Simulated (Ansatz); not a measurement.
# Which method gave which barrier?

Saddle point of AlNH₄SF₂, closed shell (AlHSF₂ ([F][Al]([F])[SH]) + NH₃ → AlNH₂F₂ ([NH2][Al]([F])[F]) + H₂S (still joined by a long Al–S bond); bonds formed: S2–H5; dative contacts that become bonds: Al1–N6; bonds broken: H5–N6; bonds weakened to dative contacts: Al1–S2), PBE0-D4/def2-TZVP structure:

Al1  (-0.800, 0.365, -0.384)
S2  (1.537, 0.981, -0.719)
F3  (-1.214, -0.513, -1.721)
F4  (-1.609, 1.748, 0.006)
H5  (1.178, 0.067, 0.377)
N6  (-0.189, -0.631, 1.037)
H7  (1.719, -0.038, -1.577)
H8  (-0.229, -1.641, 0.998)
H9  (-0.392, -0.338, 1.983)
(Å)

Program: Ansatz 0.2.0. Basis: def2-TZVPP, with def2-QZVPP for the basis limit. Cores are frozen in the correlated methods. Extrapolation: Hartree–Fock as exp(−7.88 √X), correlation as X^−2.97. Four methods, as single points on the PBE0-D4 structures, gave these electronic barriers from the start structure: 1.208, 1.379, 1.571, 1.898 eV.

(1) The methods were, in alphabetical order, BHLYP-D4, HF, PBE-D4, PBE0-D4. Which gave which? (A judgement: the text doesn't fix the answer.)

The T1 diagnostic stays at or below 0.012.

## Answers

(1) Computed: PBE-D4 1.208; PBE0-D4 1.379; BHLYP-D4 1.571; HF 1.898 eV. For comparison, CCSD(T) at an estimated basis limit (MP2 extrapolated from triple and quadruple zeta, plus CCSD(T) − MP2 in triple zeta) gives 1.494 eV.

Labels in which every atom is bracketed show which atoms are joined, not bond orders.

For scale, one of the runs: CCSD(T)/def2-TZVPP, 233 basis functions, launched by `ansatz run in.yaml --threads 4 --pin off --events-out ev --progress --plain --max-ram 9574MiB`. The run took 32 s on 4 CPU threads of an Intel Xeon 6975P-C (shared host), with 4.4 GiB of host memory at its peak.
